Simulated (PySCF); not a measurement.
**Working out the ionisation energy of F⁺**

F⁺ [He] 2s2 2p4 (3P) → F²⁺ [He] 2s2 2p3 (4S). All numbers are calculated (PySCF 2.14, the spin-free X2C one-electron Hamiltonian (Gaussian nucleus), in x2c-TZVPPall (5s3p2d1f, 31 functions)). Frozen: nothing. Energies in hartree (1 hartree = 27.21139 eV):

```csv
part,F⁺ (lower),F²⁺ (upper)
UHF,-98.924060,-97.696808
CCSD correlation,-0.175393,-0.129781
(T),-0.001972,-0.001190
```

Question: What does Hartree-Fock give?

Answer: (-97.696808) − (-98.924060) = 1.227252 hartree = 33.395 eV.

Question: What do CCSD and CCSD(T) give?

Answer: The CCSD correlation energies differ by 0.045612 hartree = 1.241 eV and the triples by 0.000782 hartree = 0.021 eV, so CCSD gives 34.636 eV and CCSD(T) 34.657 eV.

Measured between the centres of the two terms (NIST): 34.950 eV, so CCSD(T) (valence and next inner shell) is off by -0.293 eV.

What remains against the reference includes basis incompleteness and higher excitations.
